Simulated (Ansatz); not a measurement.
Ansatz (a program for electronic structure) input file for Be(H)2 cation (BeH2), SMILES [BeH2] (connectivity only; charge and spin as stated), charge +1, multiplicity 2, PBE-D3(BJ)/def2-TZVPD. 

Ansatz 0.2 input:
```yaml
crystal:
  periodic: [false, false, false]
  atoms:
    - {symbol: Be, position_ang: [0.00000000, 0.00000000, 0.00000000]}
    - {symbol: H, position_ang: [0.00000000, 0.00000000, -1.47397431]}
    - {symbol: H, position_ang: [0.00000000, 0.00000000, 1.47397431]}
basis:
  gaussian:
    orbitals: def2-TZVPD
hamiltonian:
  xc: pbe
  dispersion: d3bj
total_charge: 1
magnetization: {spin_polarized: true, initial_magnetization: 1}
relax: {f_tol: 0.002, max_steps: 200}
```

Log of the run:

```
WARN ansatz: RAYON_NUM_THREADS=1 ignored (pool sized by the plan → 1); use --threads N
Functional definition: PBE
integrals: 0.00 GiB planned
259 factors; their error is unknown
mean field: 0.07 GiB planned
mean field evaluation 1: about -419.9775 eV, gradient 5.0e0 eV
mean field evaluation 2: about -420.1978 eV, gradient 2.0e0 eV
mean field evaluation 4: about -420.2362 eV, gradient 7.5e-2 eV
mean field evaluation 8: about -420.2318 eV, gradient 7.2e-3 eV
mean field evaluation 16: about -419.3488 eV, gradient 4.1e-2 eV
mean field -420.23183392 eV, -15.4432350534 hartree, gradient 6.6e-6 eV, S^2 0.759991; 2 other end points of the search recorded, 0 dependent functions left out
the calculation of the forces begins
reference -420.23186129 eV, -15.4432360592 hartree; 3, 2 occupied and 37, 38 virtual orbitals, 259 factors
relax step   1: F+E_penalty+E_count = -420.24691289 eV  Δ(F+E_penalty+E_count) = +0.000e0 eV  max|allowed force component| = 4.474e-2 eV/Å  Δτ_max = 0.0000 Å  (50 SCF iters, accepted)
these checks for a lower state are left out or cut short: starts, cluster_reference, orbital_swaps, neighbouring_geometries, increment
integrals: 0.00 GiB planned
259 factors; their error is unknown
mean field: 0.07 GiB planned
mean field -420.23201380 eV, -15.4432416638 hartree, gradient 1.2e-5 eV, S^2 0.760097; 1 other end points of the search recorded, 0 dependent functions left out
the calculation of the forces begins
reference -420.23204109 eV, -15.4432426666 hartree; 3, 2 occupied and 37, 38 virtual orbitals, 259 factors
relax step   2: F+E_penalty+E_count = -420.24711919 eV  Δ(F+E_penalty+E_count) = -2.063e-4 eV  max|allowed force component| = 9.518e-3 eV/Å  Δτ_max = 0.0038 Å  (42 SCF iters, accepted)
these checks for a lower state are left out or cut short: starts, cluster_reference, orbital_swaps, neighbouring_geometries, increment
integrals: 0.00 GiB planned
259 factors; their error is unknown
mean field: 0.07 GiB planned
mean field evaluation 32: about -420.2365 eV, gradient 2.6e-2 eV
mean field -420.23201597 eV, -15.4432417433 hartree, gradient 4.7e-5 eV, S^2 0.760127; 1 other end points of the search recorded, 0 dependent functions left out
the calculation of the forces begins
reference -420.23204323 eV, -15.4432427453 hartree; 3, 2 occupied and 37, 38 virtual orbitals, 259 factors
relax step   3: F+E_penalty+E_count = -420.24712908 eV  Δ(F+E_penalty+E_count) = -9.897e-6 eV  max|allowed force component| = 2.974e-5 eV/Å  Δτ_max = 0.0010 Å  (40 SCF iters, accepted)
integrals: 0.00 GiB planned
259 factors; their error is unknown
mean field: 0.07 GiB planned
mean field evaluation 64: about -420.2320 eV, gradient 4.7e-5 eV
mean field -420.23201597 eV, -15.4432417433 hartree, gradient 4.7e-5 eV, S^2 0.760127; 4 other end points of the search recorded, 0 dependent functions left out
the calculation of the forces begins
reference -420.23204323 eV, -15.4432427453 hartree; 3, 2 occupied and 37, 38 virtual orbitals, 259 factors
Total energy: -420.24715635 eV, -15.4437981420 hartree
Atom 0 at     0.000000    -0.000000     0.000000 Å, force    -0.000000     0.000000     0.000000 eV/Å
Atom 1 at    -0.000000     0.000000    -1.478821 Å, force     0.000000    -0.000000    -0.000030 eV/Å
Atom 2 at    -0.000000     0.000000     1.478821 Å, force     0.000000    -0.000000     0.000030 eV/Å
Dipole moment:    -0.000000    -0.000000    -0.000000 e Å
```

Self-consistency was reached.

Cost: about 2.2 core-seconds (a rough figure).
